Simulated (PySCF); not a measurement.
**Spin states and ions at one geometry of Ta3**

PySCF 2.14.0, UKS TPSS, Ta def2-SVP with ECP60; non-relativistic Hamiltonian with scalar-relativistic core potentials where named; density fitting; no spin-orbit coupling; singlets restricted, open shells unrestricted. The geometry is relaxed for charge 0, quartet, vacuum:

```xyz
3

Ta    0.0000    0.0000    2.3379
Ta    0.0000    0.0000    0.0421
Ta    0.0000    0.0000   -2.3801
```

Energies count from the relaxed state; an electron taken off or put on is at rest in vacuum. Charges and spins are Mulliken's.

| state | energy (eV) | spin squared | charge on Ta1 (e) | spin on Ta1 (e) | dipole about the centre of mass (D) |
| --- | --- | --- | --- | --- | --- |
| charge 0, quartet, vacuum | 0.00 | 4.76 | 0.22 | -0.46 | 0.10 |
| charge 0, doublet, vacuum | 0.15 | 2.94 | 0.23 | -1.85 | 0.43 |
| charge +1, triplet, vacuum | 6.29 | 3.37 | 0.95 | -1.25 | 0.01 |
| charge +1, quintet, vacuum | 6.22 | 6.94 | 0.82 | 0.07 | 0.28 |
| charge -1, triplet, vacuum | -1.25 | 3.85 | -0.40 | -1.21 | 0.51 |
| charge -1, quintet, vacuum | -1.18 | 6.93 | -0.21 | 0.10 | 1.88 |

Q: What does the state charge 0, sextet, vacuum give?

A: energy (eV) -0.05, spin squared 8.81, charge on Ta1 (e) 0.22, spin on Ta1 (e) 1.80, dipole about the centre of mass (D) 0.14.

With an electron taken off (quintet, the lower of the two states computed) the charges change, summed by element, by Ta +1.00 e. The vertical ionisation energy is 6.22 eV, against −ε(HOMO) = 3.98 eV over both spins of the relaxed state. The level lies 2.2 eV too high, as is usual for semilocal functionals and global hybrids, which keep a self-interaction error.

With an electron put on (triplet, the lower of the two states computed) the charges change, summed by element, by Ta -1.00 e. The vertical electron affinity is 1.25 eV, against −ε(LUMO) = 3.25 eV over both spins of the relaxed state. The basis has no diffuse functions, which an added electron needs. The added electron's level lies above zero.

Open shells may have lower solutions than those found. Hard to converge, so the more doubtful: charge 0, doublet, vacuum; charge +1, quintet, vacuum. Strongly mixed with higher spins, so no pure states, and their order against close states isn't settled: charge 0, quartet, vacuum; charge 0, doublet, vacuum; charge +1, triplet, vacuum; charge +1, quintet, vacuum; charge -1, triplet, vacuum; charge -1, quintet, vacuum.

No frequency check is given that shows the relaxed geometry to be a minimum. The relaxed state is spin-contaminated (spin squared 4.76 against 3.75).
